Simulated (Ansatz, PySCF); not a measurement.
H3IO3Sn, SMILES [OH][Sn]([OH])([OH])[I].

The structure is a stationary point at B3LYP-D3(BJ)/def2-SVP. The geometry has at least one imaginary mode, so it is a saddle point at that level. The structure was generated by enumeration; whether it is a known compound was not checked. The def2 effective core potentials stand for the cores of I, Sn; spin–orbit coupling is left out. Other conformers were not sampled.

Vertical ionisation energy (IE) and electron affinity (EA) in eV. Rows of orbital energies are one-electron estimates. Where ΔSCF, EOM or ADC give a negative EA the extra electron is unbound and the value depends on the basis.

```json
[
 {"level": "−ε(HOMO), −ε(LUMO), CAM-B3LYP/def2-TZVP (PySCF)", "IE": "9.38", "EA": "1.69"},
 {"level": "−ε(HOMO), −ε(LUMO), PBE/def2-TZVP (PySCF)", "IE": "6.89", "EA": "3.47"},
 {"level": "ΔSCF, CAM-B3LYP/def2-SVPD (Ansatz), final states of multiplicity 2 and 2", "IE": "10.36", "EA": "1.18"},
 {"level": "ΔSCF, PBE/def2-SVPD (Ansatz), final states of multiplicity 2 and 2", "IE": "9.76", "EA": "1.23"}
]
```

Question: What vertical singlet–triplet gap does ΔSCF give with CAM-B3LYP/def2-SVPD (Ansatz, a first-principles code) and with PBE/def2-SVPD (Ansatz)? (An estimate is asked for; the answer gives what the named calculation found.)

Answer: 3.97 and 3.49 eV (triplet above singlet where positive).
